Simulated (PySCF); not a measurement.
C3H8O2Si, SMILES C/C=C/O[SiH2]O. Heavy atoms are numbered as in [CH3:1]/[CH:2]=[CH:3]/[O:4][SiH2:5][OH:6]. Hydrogens are named by the atom that carries them.

Geometry optimised at B3LYP-D3(BJ)/def2-SVP. The structure was generated by enumeration; whether it is a known compound was not checked. The values are those of a single conformer.

All values below come from PBE/pcSseg-1 in PySCF.

GIAO shieldings, no solvent; atoms alike by connectivity are averaged. δ = σ(ref) − σ: ¹³C against TMS (σ = 182.0 ppm); ¹⁷O against H2O (σ = 334.3 ppm); ²⁹Si against TMS (σ = 335.4 ppm); ¹H against TMS (σ = 31.49 ppm), references at their B3LYP-D3(BJ)/def2-TZVP geometries, non-relativistic.

| atoms | nucleus | count | δ (ppm) |
|---|---|---|---|
| C3 (CH) | ¹³C | 1 | 149.6 |
| C2 (CH) | ¹³C | 1 | … |
| C1 (CH3) | ¹³C | 1 | … |
| O4 | ¹⁷O | 1 | 168.9 |
| O6 (OH) | ¹⁷O | 1 | 71.3 |
| Si5 (SiH2) | ²⁹Si | 1 | … |
| H on C3 | ¹H | 1 | 6.78 |
| H on C2 | ¹H | 1 | 5.55 |
| H on Si5 | ¹H | 2 | … |
| H on O6 | ¹H | 1 | 2.13 |
| H on C1 | ¹H | 3 | … |

Complete the blanks. (An estimate is asked for; the answer gives what the named calculation found.)


- Si5 (SiH2), δ (ppm): -26.7
- C2 (CH), δ (ppm): 112.8
- H on Si5, δ (ppm): 5.20
- H on C1, δ (ppm): 2.00
- C1 (CH3), δ (ppm): 17.9
